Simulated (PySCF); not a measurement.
Consider `FC/C=C\OCF` (C4H6F2O). Coordinates in Å; atoms count from 1 in this order:
```
F    -2.9868    1.0441    0.5076
C    -2.0789    0.0291    0.3013
C    -1.0837    0.4211   -0.7341
C     0.2381    0.3022   -0.6016
O     0.8151   -0.1749    0.5327
C     2.1728   -0.3855    0.4912
F     2.4681   -1.5096   -0.2157
H    -1.5779   -0.2074    1.2535
H    -2.6439   -0.8642   -0.0227
H    -1.4671    0.8246   -1.6748
H     0.9321    0.5787   -1.4047
H     2.5082   -0.5143    1.5307
H     2.6960    0.4624    0.0094
```

These are calculated values, ωB97X-D3(BJ)/ma-def2-SVP in PySCF (grid level 2) at geometries from PBE0-D3(BJ)/def2-SVP. Thermal corrections: GFN2-xTB frequencies, unscaled, ideal gas at 298.15 K and 1 bar, quasi-RRHO entropy. These were taken at the GFN2-xTB minima.

(1) Rank these of its positions by gas-phase deprotonation enthalpy, most acidic first.
A. C6 (methylene carbon)
B. C4 (alkene carbon)

Not ranked, since the method can't order them against a listed neighbour: C2 (1608 kJ/mol), C3 (1613 kJ/mol).

(2) For C3 (alkene carbon), what are ΔE (electronic) and ΔG(298 K) of the loss of the proton?

(3) Of those listed, which site of deprotonation is favoured in cyclohexane (IEF-PCM), and by how much?

## Answers

(1) B (1592 kJ/mol), A (1635 kJ/mol).

(2) ΔE = 1647 and ΔG = 1576 kJ/mol, beside ΔH = 1613 kJ/mol. The product is `FC[C-]=COCF`.

(3) C4 (alkene carbon), by 41 kJ/mol over C6 (methylene carbon); the gas phase favours the same one.

Note: structures of the anions come from def2-SVP, which lacks diffuse functions; ma-def2-SVP is a small basis, whose errors can reach tens of kJ/mol; the order of C4 and C2, of C2 and C3 is undecided: the gaps lie inside the method's error (some 20 kJ/mol, one structure a species); one E/Z form of each vinyl-type anion was tried, and another may lie lower.
